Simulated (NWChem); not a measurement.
Species: CH2BrF; SMILES FCBr

```xyz
5

F      0.4033     1.9754     0.0000
C     -0.6197     1.0867     0.0000
Br     0.0719    -0.7624     0.0000
H     -1.2141     1.1932     0.9076
H     -1.2141     1.1932    -0.9076
```
Atoms are numbered in this order, from 1.

All runs use the structure optimised with B3LYP/6-31G* (spherical d).

Symmetry labels are those of Cs in the frame above (b1 and b2, or b-type labels, depend on it).

Task: List the 6 lowest vertical singlet excitations from B3LYP/6-31G* (spherical d), TDA (NWChem).

Result: 
```json
[
 {"state": "S1", "energy (eV)": "6.12", "oscillator strength": "0.001", "symmetry": "a\"", "leading excitation (squared amplitude)": "HOMO → LUMO (0.99)"},
 {"state": "S2", "energy (eV)": "6.36", "oscillator strength": "0.001", "symmetry": "a'", "leading excitation (squared amplitude)": "HOMO−1 → LUMO (0.99)"},
 {"state": "S3", "energy (eV)": "8.41", "oscillator strength": "0.004", "symmetry": "a\"", "leading excitation (squared amplitude)": "HOMO−3 → LUMO (0.99)"},
 {"state": "S4", "energy (eV)": "8.84", "oscillator strength": "0.246", "symmetry": "a'", "leading excitation (squared amplitude)": "HOMO−2 → LUMO (0.72)"},
 {"state": "S5", "energy (eV)": "9.22", "oscillator strength": "0.000", "symmetry": "a\"", "leading excitation (squared amplitude)": "HOMO → LUMO+1 (0.98)"},
 {"state": "S6", "energy (eV)": "9.70", "oscillator strength": "0.136", "symmetry": "a'", "leading excitation (squared amplitude)": "HOMO−1 → LUMO+1 (0.81)"}
]
```
